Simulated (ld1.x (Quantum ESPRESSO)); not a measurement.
## Ranking TM potentials for indium

All share these settings but for the change named:

- Element: In (Z = 49)
- Generator: ld1.x (Quantum ESPRESSO) 7.5
- Type: norm-conserving Troullier–Martins (Kleinman–Bylander form)
- Functional: PBE
- Relativity: scalar-relativistic
- Frozen core: [Kr] 4d10
- Valence charge: 3
- Reference configuration: 5s1.5 5p1.5
- Partial waves: 5p (bound): rc 2.95 bohr; 5s (bound): rc 2.00 bohr
- Local potential: the s channel
- Core correction: Bessel-smoothed model core inside 1.15 bohr

Test errors are all-electron minus pseudo excitation energies from the reference, over 5s2 5p1; 5s2 5p0; 5s1 5p0; 5s2 5p1.3; 5s1 5p2; 5s0 5p3; 5s1 5p1. None of these files shows a bound ghost.

The base gives 155.9 meV.

Of 8 variants that were run, those that failed, showed a ghost or another fault, or gave nearly equal values are left out.

A variant can come out equal or close to the base, since the largest error may sit in a test that the change hardly touches while other tests move.

(1) Rank these variants by their largest absolute test error, smallest first.
A. wave 5p (bound): rc 2.95 bohr becomes 5p (bound): rc 2.90 bohr
B. wave 5p (bound): rc 2.95 bohr becomes 5p (bound): rc 4.48 bohr
C. wave 5p (bound): rc 2.95 bohr becomes 5p (bound): rc 3.76 bohr

Answers

(1) A (154.5 meV), C (188.3 meV), B (213.6 meV).
